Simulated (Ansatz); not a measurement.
The cluster Hg3Te3, relaxed as a singlet with RKS B3LYP-D4/def2-SVP in Ansatz, starting from the GFN1-xTB geometry. Force threshold 0.02 eV/Å.

In the def2 sets Hg, Te take a core potential; there is no spin–orbit coupling. The structure comes from a short search, and lower isomers may exist.

Start:

Cartesian coordinates in Å:
```
Hg 0.4602 1.3004 -1.6838
Hg 0.6581 -2.0667 -0.0111
Hg -1.1369 0.7607 1.6821
Te 1.5738 -1.1263 -2.4661
Te -0.5715 -1.8448 2.4744
Te -0.9837 2.9767 0.0046
```

```csv
step,energy (eV),largest force component (eV/Å),SCF passes
1,-34425.9598,0.613,18
2,-34426.1373,0.096,23
3,-34426.1423,0.053,25
4,-34426.1435,0.002,25
```

Force components are those of the run's own axes.

End:

| atom | x (Å) | y (Å) | z (Å) |
| --- | --- | --- | --- |
| Hg1 | 0.386 | 1.183 | -1.565 |
| Hg2 | 0.626 | -1.898 | -0.003 |
| Hg3 | -1.012 | 0.716 | 1.568 |
| Te4 | 1.573 | -1.113 | -2.437 |
| Te5 | -0.600 | -1.838 | 2.432 |
| Te6 | -0.973 | 2.950 | 0.005 |

By distances, no bond broke or formed. The bond that changes most is Hg2–Te4, from 2.78 to 2.73 Å (atoms count from 1).

No frequencies were taken in this run, so the end may be a saddle point.

Run time 27 s (4 threads of AMD EPYC 7R43 on a shared host), peak host memory 0.72 GiB.
